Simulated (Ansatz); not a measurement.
**A relaxation, step by step**

Si2NH8O2F3, closed shell, PBE0-D4/def2-TZVP (Ansatz 0.2.0). Settings:

```yaml
hamiltonian: {xc: pbe0, dispersion: d4}
relax: {f_tol: 0.005, max_steps: 200}
```

Start, a step off a saddle point along its unstable mode:

```json
{"atom": "Si1", "x (Å)": "-0.6099", "y (Å)": "0.9695", "z (Å)": "0.2661"}
{"atom": "O2", "x (Å)": "-0.3679", "y (Å)": "-0.2199", "z (Å)": "-0.8972"}
{"atom": "Si3", "x (Å)": "0.6353", "y (Å)": "-0.1065", "z (Å)": "-2.2030"}
{"atom": "F4", "x (Å)": "-1.9583", "y (Å)": "0.1601", "z (Å)": "0.8435"}
{"atom": "F5", "x (Å)": "0.8011", "y (Å)": "1.7514", "z (Å)": "-0.1806"}
{"atom": "F6", "x (Å)": "-1.4663", "y (Å)": "2.3007", "z (Å)": "0.0289"}
{"atom": "H7", "x (Å)": "0.2354", "y (Å)": "-0.8553", "z (Å)": "1.4560"}
{"atom": "N8", "x (Å)": "0.2068", "y (Å)": "0.4066", "z (Å)": "1.8152"}
{"atom": "H9", "x (Å)": "-0.1786", "y (Å)": "-1.4297", "z (Å)": "0.1101"}
{"atom": "O10", "x (Å)": "0.0379", "y (Å)": "-1.7863", "z (Å)": "0.7841"}
{"atom": "H11", "x (Å)": "0.3136", "y (Å)": "1.1082", "z (Å)": "-2.9839"}
{"atom": "H12", "x (Å)": "2.0711", "y (Å)": "-0.1351", "z (Å)": "-1.8120"}
{"atom": "H13", "x (Å)": "0.3654", "y (Å)": "-1.3220", "z (Å)": "-3.0186"}
{"atom": "H14", "x (Å)": "-0.3910", "y (Å)": "0.5328", "z (Å)": "2.6315"}
{"atom": "H15", "x (Å)": "1.0875", "y (Å)": "0.8798", "z (Å)": "1.9931"}
{"atom": "H16", "x (Å)": "-0.7823", "y (Å)": "-2.2543", "z (Å)": "1.1669"}
```

| step | energy less the last (meV) | largest force component (eV/Å) |
| --- | --- | --- |
| 1 | 2326.5 | 15.990 |
| 2 | 606.1 | 1.809 |
| 3 | 280.9 | 1.246 |
| 4 | 105.6 | 0.796 |
| 5 (rejected trial) | 676.4 | 8.631 |
| 6 | 50.3 | 0.480 |
| 7 | 5.8 | 0.103 |
| 8 | 3.3 | 0.097 |
| 9 | 2.8 | 0.145 |
| 10 | 1.4 | 0.094 |
| 11 | 0.7 | 0.076 |
| 12 | 0.2 | 0.035 |
| 13 | 0.1 | 0.021 |
| 14 | 0.1 | 0.012 |
| 15 | 0.0 | 0.007 |
| 16 | 0.0 | 0.010 |
| 17 | 0.0 | 0.003 |

Step 10, positions (Å) and forces (eV/Å):

| atom | x | y | z | Fx | Fy | Fz |
| --- | --- | --- | --- | --- | --- | --- |
| Si1 | -0.611 | 1.020 | 0.189 | 0.003 | -0.007 | 0.010 |
| O2 | -0.355 | -0.097 | -0.998 | -0.009 | 0.009 | -0.016 |
| Si3 | 0.628 | -0.044 | -2.328 | 0.003 | -0.012 | 0.016 |
| F4 | -1.926 | 0.239 | 0.804 | -0.025 | 0.006 | -0.013 |
| F5 | 0.832 | 1.808 | -0.044 | 0.003 | 0.010 | -0.018 |
| F6 | -1.445 | 2.355 | -0.088 | -0.002 | -0.006 | 0.004 |
| H7 | 0.235 | -0.534 | 1.805 | 0.003 | 0.031 | -0.008 |
| N8 | 0.167 | 0.500 | 1.868 | 0.006 | -0.039 | 0.004 |
| H9 | -0.280 | -1.773 | 0.124 | 0.042 | -0.026 | 0.094 |
| O10 | 0.049 | -2.163 | 0.952 | -0.043 | 0.023 | -0.078 |
| H11 | 0.443 | 1.224 | -3.074 | 0.004 | -0.002 | 0.002 |
| H12 | 2.051 | -0.207 | -1.941 | -0.003 | 0.003 | 0.000 |
| H13 | 0.227 | -1.190 | -3.182 | 0.002 | 0.002 | -0.001 |
| H14 | -0.455 | 0.716 | 2.641 | 0.000 | -0.002 | 0.011 |
| H15 | 1.082 | 0.906 | 2.026 | 0.009 | 0.001 | -0.001 |
| H16 | -0.643 | -2.759 | 1.246 | 0.007 | 0.008 | -0.006 |

Last step (17):

| atom | x (Å) | y (Å) | z (Å) |
| --- | --- | --- | --- |
| Si1 | -0.6358 | 1.0280 | 0.1909 |
| O2 | -0.3940 | -0.0832 | -1.0054 |
| Si3 | 0.6340 | -0.0512 | -2.3019 |
| F4 | -1.9357 | 0.2362 | 0.8246 |
| F5 | 0.7965 | 1.8272 | -0.0721 |
| F6 | -1.4825 | 2.3608 | -0.0558 |
| H7 | 0.2563 | -0.5346 | 1.7723 |
| N8 | 0.1853 | 0.4973 | 1.8462 |
| H9 | -0.2988 | -1.7587 | 0.1128 |
| O10 | 0.0471 | -2.1608 | 0.9257 |
| H11 | 0.4933 | 1.2120 | -3.0640 |
| H12 | 2.0407 | -0.2299 | -1.8633 |
| H13 | 0.2485 | -1.1994 | -3.1603 |
| H14 | -0.4145 | 0.7036 | 2.6383 |
| H15 | 1.1028 | 0.9067 | 1.9814 |
| H16 | -0.6433 | -2.7540 | 1.2309 |

Hardware: 4 CPU threads of an AMD EPYC 7R13 and a share of one NVIDIA H100, shared host. Wall time 24 s; peak host memory 1 GiB.
